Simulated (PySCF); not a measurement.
PySCF was given this input:
```python
from pyscf import gto, scf, dft

mol = gto.M(
    atom='''
C    -0.48205252   -0.96009797   -1.71425244
Ge   -0.00000000   -0.00000000    0.00000000
C     0.13979984    1.92665059   -0.60108043
C    -1.38582476   -0.69750621    1.29838323
C     1.72807744   -0.26904641    1.01694964
H    -1.45657332   -0.64326760   -2.07542220
H    -0.49790885   -2.02649429   -1.50552665
H     0.27774436   -0.72083335   -2.45355596
H     0.31669866    2.53824831    0.27964314
H    -0.79965512    2.19475665   -1.07716035
H     0.95675581    2.05479757   -1.30583369
H    -2.36690453   -0.51581762    0.86769691
H    -1.25368661   -1.76188944    1.47200266
H    -1.26648825   -0.15660439    2.23341937
H     1.78839900   -1.31731892    1.29729694
H     2.54811473    0.00406360    0.35818660
H     1.75350412    0.35035948    1.90925323
''',
    basis='sto-3g',
    charge=1,
    spin=1,
    verbose=4,
)

mf = dft.UKS(mol)
mf.xc = 'pbe0'
mf.kernel()
```

What does this run give for the number of basis functions, <S^2>, total energy, Mulliken (on the basis functions themselves) charges in atom order, nuclear repulsion energy?


```
Item                                                                                                                                                                                                                               Value
------------------------------------------------------------------  --------------------------------------------------------------------------------------------------------------------------------------------------------------------
number of basis functions                                                                                                                                                                                                             50
<S^2>                                                                                                                                                                                                                              0.752
total energy                                                                                                                                                                                                             -2210.196310 Ha
Mulliken (on the basis functions themselves) charges in atom order  C1 -0.34, Ge2 0.74, C3 -0.34, C4 -0.34, C5 -0.34, H6 0.14, H7 0.13, H8 0.13, H9 0.13, H10 0.13, H11 0.14, H12 0.13, H13 0.14, H14 0.13, H15 0.13, H16 0.13, H17 0.14
nuclear repulsion energy                                                                                                                                                                                                     391.1392 Eh
```

These values belong to the state on which the SCF converged, which isn't shown to be the lowest.
